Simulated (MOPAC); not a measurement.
Input for MOPAC: PM3 on C2H6Be (SMILES [BeH][CH2]C), a point of a bond scan (R = 2.513 Å).

```
PM3 1SCF PRECISE CHARGE=0 THREADS=1
C2H6Be

Be    -1.44516997 1    -0.33871489 1     0.77011572 1
H     -2.68932334 1    -0.19576248 1     1.22435394 1
C      0.12565595 1    -0.52296854 1     0.19841947 1
C      0.70149886 1     0.65782353 1    -0.61085270 1
H      0.16969963 1    -1.43496437 1    -0.41255321 1
H      0.78521691 1    -0.73143034 1     1.05193390 1
H      0.75657268 1     2.77200793 1     0.74617796 1
H      0.10330796 1     0.86593489 1    -1.50107434 1
H      1.72340588 1     0.46491778 1    -0.94768440 1
```

It printed:

```
*******************************************************************************
 **                                                                           **
 **                              MOPAC v23.2.5                                **
 **                                                                           **
 *******************************************************************************
 ** MOPAC's Digital Object Identifier: https://doi.org/10.5281/zenodo.6511958 **
 **                                                                           **
 ** Please cite the open-source release paper for use of this MOPAC version:  **
 ** J. E. Moussa and J. J. P. Stewart (2026)                                  **
 ** MOPAC: An open-source semiempirical molecular orbital program             **
 ** J. Open Source Softw., 11(119), 8025, https://doi.org/10.21105/joss.08025 **
 *******************************************************************************

                              PM3 CALCULATION RESULTS

 *******************************************************************************
 *  PM3        - The PM3 Hamiltonian to be used
 *
 *
 *
 *                 CHARGE ON SYSTEM = 0
 *
 *
 *
 *  PRECISE    - TIGHTER CRITERIA TO BE USED
 *  1SCF       - DO 1 SCF AND THEN STOP
 *  THREADS=1  - MULTI-THREADING NOT USED
 *  T=         - A TIME OF 172800.0 SECONDS REQUESTED
 *  DUMP=N     - RESTART FILE WRITTEN EVERY 7200.0 SECONDS REQUESTED
 *******************************************************************************
PM3 1SCF PRECISE CHARGE=0 THREADS=1
 C2H6Be

   ATOM   CHEMICAL          X               Y               Z
  NUMBER   SYMBOL      (ANGSTROMS)     (ANGSTROMS)     (ANGSTROMS)

     1      Be         -1.44516997  *  -0.33871489  *   0.77011572  *
     2       H         -2.68932334  *  -0.19576248  *   1.22435394  *
     3       C          0.12565595  *  -0.52296854  *   0.19841947  *
     4       C          0.70149886  *   0.65782353  *  -0.61085270  *
     5       H          0.16969963  *  -1.43496437  *  -0.41255321  *
     6       H          0.78521691  *  -0.73143034  *   1.05193390  *
     7       H          0.75657268  *   2.77200793  *   0.74617796  *
     8       H          0.10330796  *   0.86593489  *  -1.50107434  *
     9       H          1.72340588  *   0.46491778  *  -0.94768440  *



          CARTESIAN COORDINATES

    NO.       ATOM           X           Y           Z

     1        Be         -1.4452     -0.3387      0.7701
     2         H         -2.6893     -0.1958      1.2244
     3         C          0.1257     -0.5230      0.1984
     4         C          0.7015      0.6578     -0.6109
     5         H          0.1697     -1.4350     -0.4126
     6         H          0.7852     -0.7314      1.0519
     7         H          0.7566      2.7720      0.7462
     8         H          0.1033      0.8659     -1.5011
     9         H          1.7234      0.4649     -0.9477

  H: (PM3): J. J. P. STEWART, J. COMP. CHEM. 10, 209 (1989).
 Be: (PM3): J. J. P. STEWART, J. COMP. CHEM. 10, 209 (1989).
  C: (PM3): J. J. P. STEWART, J. COMP. CHEM. 10, 209 (1989).

           Empirical Formula: C2 H6 Be  =     9 atoms



      MOLECULAR POINT GROUP   :   C1


      RHF CALCULATION, NO. OF DOUBLY OCCUPIED LEVELS = 8


 -------------------------------------------------------------------------------
 PM3 1SCF PRECISE CHARGE=0 THREADS=1
 C2H6Be



     1SCF WAS SPECIFIED, SO BFGS WAS NOT USED
     SCF FIELD WAS ACHIEVED


                              PM3 CALCULATION
                                                       MOPAC v23.2.5 Linux




          FINAL HEAT OF FORMATION =        151.27165 KCAL/MOL =     632.92059 KJ/MOL


          COSMO AREA              =        110.83 SQUARE ANGSTROMS
          COSMO VOLUME            =         94.32 CUBIC ANGSTROMS

          IONIZATION POTENTIAL    =          8.271761 EV
          HOMO LUMO ENERGIES (EV) =         -8.272 -1.267
          NO. OF FILLED LEVELS    =          8
          MOLECULAR WEIGHT        =         39.0816         POINT GROUP:  C1

          MOLECULAR DIMENSIONS (Angstroms)

            Atom       Atom       Distance
            H     9    H     2     4.96250
            H     7    H     5     4.36524
            H     8    H     6     2.92494


          SCF CALCULATIONS        =          1





   ATOM   CHEMICAL          X               Y               Z
  NUMBER   SYMBOL      (ANGSTROMS)     (ANGSTROMS)     (ANGSTROMS)

     1      Be         -1.44516997  *  -0.33871489  *   0.77011572  *
     2       H         -2.68932334  *  -0.19576248  *   1.22435394  *
     3       C          0.12565595  *  -0.52296854  *   0.19841947  *
     4       C          0.70149886  *   0.65782353  *  -0.61085270  *
     5       H          0.16969963  *  -1.43496437  *  -0.41255321  *
     6       H          0.78521691  *  -0.73143034  *   1.05193390  *
     7       H          0.75657268  *   2.77200793  *   0.74617796  *
     8       H          0.10330796  *   0.86593489  *  -1.50107434  *
     9       H          1.72340588  *   0.46491778  *  -0.94768440  *

                             CARTESIAN COORDINATES

   1   Be       -1.445169970    -0.338714890     0.770115720
   2    H       -2.689323340    -0.195762480     1.224353940
   3    C        0.125655950    -0.522968540     0.198419470
   4    C        0.701498860     0.657823530    -0.610852700
   5    H        0.169699630    -1.434964370    -0.412553210
   6    H        0.785216910    -0.731430340     1.051933900
   7    H        0.756572680     2.772007930     0.746177960
   8    H        0.103307960     0.865934890    -1.501074340
   9    H        1.723405880     0.464917780    -0.947684400


           Empirical Formula: C2 H6 Be  =     9 atoms



      MOLECULAR POINT GROUP   :   C1


                  EIGENVALUES
 -32.32171 -21.62829 -14.77763 -14.00133 -13.40353 -12.47758 -10.66452  -8.27176
  -1.26682   1.98462   3.41732   3.49899   3.99836   4.24562   4.33474   4.70939
   4.90673   4.93483


              NET ATOMIC CHARGES AND DIPOLE CONTRIBUTIONS

  ATOM NO.   TYPE          CHARGE      No. of ELECS.   s-Pop       p-Pop
    1         Be           0.503851        1.4961     0.90401     0.59214
    2          H          -0.184043        1.1840     1.18404
    3          C          -0.414888        4.4149     1.21331     3.20158
    4          C           0.014666        3.9853     1.24427     2.74107
    5          H           0.060429        0.9396     0.93957
    6          H           0.055657        0.9443     0.94434
    7          H          -0.095354        1.0954     1.09535
    8          H           0.027633        0.9724     0.97237
    9          H           0.032049        0.9680     0.96795
 DIPOLE           X         Y         Z       TOTAL
 POINT-CHG.    -1.129    -1.253    -0.182     1.697
 HYBRID         0.751    -0.394    -0.375     0.927
 SUM           -0.378    -1.647    -0.557     1.780


          ATOMIC ORBITAL ELECTRON POPULATIONS

     Atom    s        px        py        pz
    1 Be   0.90401   0.49435   0.01664   0.08114
    2  H   1.18404
    3  C   1.21331   1.18969   0.97932   1.03257
    4  C   1.24427   0.96897   0.86240   0.90970
    5  H   0.93957
    6  H   0.94434
    7  H   1.09535
    8  H   0.97237
    9  H   0.96795

 **********************
 *                    *
 * JOB ENDED NORMALLY *
 *                    *
 **********************




 == MOPAC DONE ==
```

The run finished.

Cost: roughly 0.04 core-seconds.
